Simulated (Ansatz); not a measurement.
`[CH3][Al]([SH])[Cl]` + HBr → `[CH3][Al]([Cl])[Br]` + H₂S  (ligand exchange at the Al–S bond)

Calculated with Ansatz (gas phase, PBE0-D4/def2-TZVP geometries, no zero-point term in ΔE). CCSD(T)/CBS is the MP2 limit (def2-TZVPP, def2-QZVPP) plus CCSD(T) − MP2 in def2-TZVPP, frozen cores. This one scheme is used for every species. Functionals use def2-TZVPP. For Br outer-core shells are correlated without core-valence functions, which leaves a few kJ/mol of doubt a bond. Scalar relativity is left out up to krypton. One conformer a species, not always the lowest.

`[CH3][Al]([SH])[Cl]`:

Z-matrix (Å, degrees):
```
C
Al 1 1.933
H 1 1.094 2 110.6
H 1 1.092 2 111.8 3 120.8
H 1 1.094 2 110.6 3 -118.4
S 2 2.177 1 122.1 3 -121.4
Cl 2 2.102 1 120.9 3 58.6
H 6 1.344 2 93.1 1 -180.0
```

HBr:

```xyz
2

Br    0.163    0.357    0.592
H    -0.163   -0.357   -0.592
```

`[CH3][Al]([Cl])[Br]`:

Cartesian coordinates in Å:
```
C -0.842 0.485 -0.174
Al 0.806 -0.466 0.149
Cl 1.906 -1.282 -1.431
Br 1.645 -0.758 2.215
H -1.290 0.845 0.753
H -0.664 1.341 -0.831
H -1.561 -0.164 -0.681
```

H₂S:

Cartesian coordinates in Å:
```
S 0.283 0.040 0.550
H 0.718 -0.005 -0.719
H -1.001 -0.035 0.169
```

```csv
level,ΔE (kcal/mol)
r2SCAN0-D4,-11.4
ωB97X-V,-11.3
PBE-QIDH,-11.4
PBE0,-10.8
RPA@PBE/def2-TZVPP,-10.8
MP2/def2-SVP,-11.8
CCSD/def2-SVP,-11.6
MP2/CBS(def2),-11.9
```

**Question.** What does CCSD(T)/CBS give? (An estimate is asked.)

**Answer.** Computed: -11.6 kcal/mol. The listed levels differ from it by 0.2, 0.3, 0.2, 0.8, 0.8, -0.2, 0.0, -0.3 kcal/mol.

Largest T1 diagnostic among the species: 0.010.

Leaving LDA and LC-ωPBE aside and taking each functional with its dispersion term where it has one, the values, not all of them listed here, spread over 2.5 kcal/mol, from BHLYP-D4 to revPBE-D4. In def2-TZVPP, CCSD(T) changes the Hartree–Fock value by +2.7 kcal/mol (the triples alone add +0.4 kcal/mol) and MP2 by +2.3 kcal/mol.
